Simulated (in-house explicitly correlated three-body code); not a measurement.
The numbers below are computed, except where a source is named.
Two electrons around a charge Z: errors of exchange and correlation functionals on the exact density

The exact non-relativistic ground state comes from a variational code in 260 exponentially correlated functions, the Kohn-Sham parts from inverting its density (past Z = 6 the correlation energy is taken as exact minus Hartree-Fock, equal to within microhartrees), and self-consistent runs (Hartree-Fock is restricted) from a B-spline radial code. Z may be fractional; the second electron is bound down to Z = 0.911.

Each entry is functional minus exact.

```json
{"Z": "0.93", "RPBE x (mEh)": "-24.84", "RPBE c (mEh)": "+18.49", "OLYP x (mEh)": "-20.58", "OLYP c (mEh)": "+19.00", "AM05 x (mEh)": "+19.47", "AM05 c (mEh)": "-10.71"}
{"Z": "0.98", "RPBE x (mEh)": "-19.30", "RPBE c (mEh)": "+12.82", "OLYP x (mEh)": "-14.87", "OLYP c (mEh)": "+13.45", "AM05 x (mEh)": "+28.32", "AM05 c (mEh)": "-18.09"}
{"Z": "1.05", "RPBE x (mEh)": "-15.77", "RPBE c (mEh)": "+9.14", "OLYP x (mEh)": "-11.26", "OLYP c (mEh)": "+9.68", "AM05 x (mEh)": "+36.36", "AM05 c (mEh)": "-23.94"}
{"Z": "1.16", "RPBE x (mEh)": "-12.89", "RPBE c (mEh)": "+6.13", "OLYP x (mEh)": "-8.31", "OLYP c (mEh)": "+6.36", "AM05 x (mEh)": "+46.34", "AM05 c (mEh)": "-30.16"}
{"Z": "1.255", "RPBE x (mEh)": "-11.37", "RPBE c (mEh)": "+4.59", "OLYP x (mEh)": "-6.72", "OLYP c (mEh)": "+4.50", "AM05 x (mEh)": "+54.01", "AM05 c (mEh)": "-34.34"}
{"Z": "1.32", "RPBE x (mEh)": "-10.58", "RPBE c (mEh)": "+3.81", "OLYP x (mEh)": "-5.89", "OLYP c (mEh)": "+3.51", "AM05 x (mEh)": "+59.03", "AM05 c (mEh)": "-36.84"}
{"Z": "1.38", "RPBE x (mEh)": "-9.97", "RPBE c (mEh)": "+3.23", "OLYP x (mEh)": "-5.23", "OLYP c (mEh)": "+2.73", "AM05 x (mEh)": "+63.55", "AM05 c (mEh)": "-38.97"}
{"Z": "1.52", "RPBE x (mEh)": "?", "RPBE c (mEh)": "?", "OLYP x (mEh)": "?", "OLYP c (mEh)": "?", "AM05 x (mEh)": "?", "AM05 c (mEh)": "?"}
{"Z": "1.58", "RPBE x (mEh)": "-8.41", "RPBE c (mEh)": "+1.84", "OLYP x (mEh)": "-3.50", "OLYP c (mEh)": "+0.77", "AM05 x (mEh)": "+78.20", "AM05 c (mEh)": "-45.22"}
{"Z": "1.84", "RPBE x (mEh)": "-6.96", "RPBE c (mEh)": "+0.74", "OLYP x (mEh)": "-1.78", "OLYP c (mEh)": "-0.92", "AM05 x (mEh)": "+96.75", "AM05 c (mEh)": "-52.03"}
{"Z": "1.92", "RPBE x (mEh)": "?", "RPBE c (mEh)": "?", "OLYP x (mEh)": "?", "OLYP c (mEh)": "?", "AM05 x (mEh)": "?", "AM05 c (mEh)": "?"}
{"Z": "2", "RPBE x (mEh)": "-6.22", "RPBE c (mEh)": "+0.27", "OLYP x (mEh)": "-0.88", "OLYP c (mEh)": "-1.67", "AM05 x (mEh)": "+108.0", "AM05 c (mEh)": "-55.73"}
```

Q: What belongs in the row Z = 1.92?

A: RPBE x (mEh): -6.58; RPBE c (mEh): +0.49; OLYP x (mEh): -1.32; OLYP c (mEh): -1.32; AM05 x (mEh): +102.4; AM05 c (mEh): -53.92.

Q: What belongs in the row Z = 1.52?

A: RPBE x (mEh): -8.82; RPBE c (mEh): +2.19; OLYP x (mEh): -3.96; OLYP c (mEh): +1.28; AM05 x (mEh): +73.86; AM05 c (mEh): -43.46.

Q: How do the exchange errors scale with Z?

A: RPBE +7.72 % in the size of E_x at Z = 0.93 and +0.61 % at 2; OLYP +6.40 % in the size of E_x at Z = 0.93 and +0.09 % at 2; AM05 -6.05 % in the size of E_x at Z = 0.93 and -10.54 % at 2. Exchange scales linearly under uniform scaling of the density, so its relative error changes only with the density's shape.
